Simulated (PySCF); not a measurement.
# Broadened absorption spectrum of C3H6GeO4

Compound: C3H6GeO4.
SMILES: `O=CO[C@@H]1C[O][GeH2][O]1`

Theory: PySCF, TDDFT CAM-B3LYP/def2-SVPD, vertical, gas phase, core orbitals frozen in the response. Isolated species at its PBE0-D3(BJ)/def2-SVP geometry (one conformer only). The CAM-B3LYP/def2-SVPD calculation is non-relativistic and has no spin–orbit coupling, an omission that weighs most on germanium.

Computed states:

| state | E (eV) | f |
| --- | --- | --- |
| S1 | 5.88 | 0.0015 |
| S2 | 6.65 | 0.0029 |
| S3 | 7.35 | 0.0045 |
| S4 | 7.60 | 0.013 |
| S5 | 7.73 | 0.070 |
| S6 | 7.82 | 0.028 |
| S7 | 7.97 | 0.111 |
| S8 | 8.17 | 0.0051 |
| S9 | 8.20 | 0.0056 |
| S10 | 8.25 | 0.059 |

Each state is given a Gaussian of 0.4 eV full width at half maximum, with ε(max) = 2.175×10⁸ f / Δν̃ (Δν̃ the width in cm⁻¹). The cross-section is σ = 3.8235×10⁻²¹ ε cm², given in Mb (10⁻¹⁸ cm²). The width is an assumption, not a result. The curve ends short of the highest state used, and states not computed would add to its high-energy end.

Q: Give the broadened spectrum and its maxima.

A: 
(λ (nm), σ (Mb)): (162.2, 28.21), (163.5, 21.31), (164.8, 15.09), (166.1, 10.10), (167.5, 6.26), (168.8, 3.94), (170.1, 2.47), (171.4, 1.56), (172.8, 0.95), (174.1, 0.59), (175.4, 0.37), (176.7, 0.26), (178.0, 0.23), (179.4, 0.27), (180.7, 0.36), (182.0, 0.48), (183.3, 0.60), (184.7, 0.70), (186.0, 0.75), (187.3, 0.75), (188.6, 0.69), (190.0, 0.59), (191.3, 0.47), (192.6, 0.35), (193.9, 0.25), (195.2, 0.17), (196.6, 0.12), (197.9, 0.09), (199.2, 0.08), (200.5, 0.09), (201.9, 0.12), (203.2, 0.17), (204.5, 0.21), (205.8, 0.26), (207.2, 0.32), (208.5, 0.35), (209.8, 0.38), (211.1, 0.38), (212.4, 0.37), (213.8, 0.35), (215.1, 0.31), (216.4, 0.26), (217.7, 0.22), (219.1, 0.17), (220.4, 0.13), (221.7, 0.09), (223.0, 0.07), (224.4, 0.04), (225.7, 0.03), (227.0, 0.02), (228.3, 0.01), (229.6, 0.01), (231.0, 0.00), (232.3, 0.00), (233.6, 0.00), (234.9, 0.00)

Maxima: 211 nm (5.88 eV), ε about 100, made up of S1 (100%); 187 nm (6.65 eV), ε about 200, made up of S2 (100%) (ε in L mol⁻¹ cm⁻¹; maxima over ε = 5, shares over 10%). At its high-energy end, 7.65 eV, the curve is still rising (ε about 7600, from S4, S5, S6 and S7).

Q: What would ε be at 6.65 eV, the highest of these maxima, with half the width (0.2 eV)?

A: About 395 L mol⁻¹ cm⁻¹ against 198, a factor of about 2.00; a lone state at its own centre would give exactly 2.

Q: On this curve, what absorbance would a 10⁻³ mol/L sample give at 222 nm over a 1 cm path?

A: 222 nm is 5.585 eV, where ε is about 23 L mol⁻¹ cm⁻¹, so A = ε c l ≈ 0.023 (Beer–Lambert, with the gas-phase spectrum and the assumed width).

All these states lie below the vertical ionisation energy of 10.47 eV (ΔSCF).
